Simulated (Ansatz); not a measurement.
System: PbI2 (charge 0, singlet). 
Structure (B3LYP-D3(BJ)/def2-TZVP (Ansatz, a first-principles code) minimum search):
```xyz
3

Pb    -0.0030    -0.0135     1.0149
I      1.1203    -1.8760    -0.8069
I     -1.1156     1.8970    -0.7633
```
Charge 0, spin multiplicity 1.

Wanted: vertical triplet-singlet gap (E(triplet) - E(singlet); each state is the SCF solution reached for its spin), in kcal/mol. Cores are frozen in the correlated levels unless marked. Open shells are spin-unrestricted. No spin-orbit coupling. The frozen core is the preceding noble-gas configuration, with the filled d and f shells of earlier blocks. In def2 rows, elements after Kr have scalar-relativistic effective core potentials. CBS(X,Y): correlation extrapolated as X^-3; Hartree-Fock from the larger set.

| level | program | vertical triplet-singlet gap (kcal/mol) |
|---|---|---|
| HF/def2-QZVPPD | Ansatz | 52.0 |
| RI-HF/def2-TZVPPD | Ansatz | 52.2 |
| BHLYP/def2-TZVPD | Ansatz | 59.2 |
| wB97M-V/def2-TZVPD | Ansatz | 59.3 |
| RI-MP2/CBS(def2-TZVPPD,def2-QZVPPD) | Ansatz | 63.5 |
| CCSD/def2-SVPD | Ansatz | 58.7 |
